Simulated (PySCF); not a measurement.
**Radial density of Br (bromine, neutral)**

PBEsol, [Ar] 3d10 4s2 4p5, 2P determinant. All numbers are calculated (PySCF 2.14, scalar relativity through the core potential, in aug-cc-pVDZ-PP with ECP10MDF). This is the valence pseudo-density: the core potential removes the inner electrons and smooths the orbitals near the nucleus.

```
r (bohr)  4πr²ρ (e/bohr)  4πr²(ρα − ρβ)
0.000635       2.322e-05         0.0000
 0.00107       6.558e-05         0.0000
 0.00180       0.0001847         0.0000
 0.00302       0.0005163         0.0000
 0.00508        0.001412         0.0000
 0.00855        0.003642         0.0000
  0.0144        0.008205         0.0000
  0.0242         0.01512         0.0000
  0.0407         0.03080         0.0000
  0.0684          0.1516         0.0001
   0.115           1.244         0.0008
   0.194           7.325         0.0117
   0.326           25.83         0.0862
   0.548           31.38         0.0541
   0.921           8.985         0.1122
    1.55           4.624         0.5770
    2.61           1.814         0.2916
    4.38          0.1707         0.0248
    7.37        0.001361        -0.0001
```

Energies and moments cover only the electrons outside the core potential.
